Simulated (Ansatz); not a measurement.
SbH₂I⁺. The state is a doublet with charge 1. Geometry r2SCAN-D4/def2-TZVP, that of the neutral singlet; atoms count from 1.

Cartesian coordinates in Å:
```
Sb 0.240 -0.747 -0.373
H -0.753 0.283 -1.316
H 1.434 0.480 -0.304
I -0.921 -0.016 1.993
```

In the def2 sets I, Sb take a core potential; there is no spin–orbit coupling.

(1) Estimate the Mulliken populations from the PBE0/def2-TZVP orbitals of Ansatz.

(2) Where does the spin sit?

(3) And the Mayer bond orders between bonded heavy atoms (over 0.3)?

Results:

(1) 
```json
{"atom": "Sb1", "charge (e)": "0.42", "spin (α − β)": "0.19"}
{"atom": "H2", "charge (e)": "0.12", "spin (α − β)": "0.06"}
{"atom": "H3", "charge (e)": "0.12", "spin (α − β)": "0.06"}
{"atom": "I4", "charge (e)": "0.33", "spin (α − β)": "0.68"}
```
Mulliken values and Mayer orders depend strongly on the basis.

(2) Summed by element: Sb 0.19, H 0.13, I 0.68, of 1 unpaired in all. Largest on single atoms: I4 0.68, Sb1 0.19, H2 0.06.

(3) Sb1–I4 1.28 (2.74 Å).
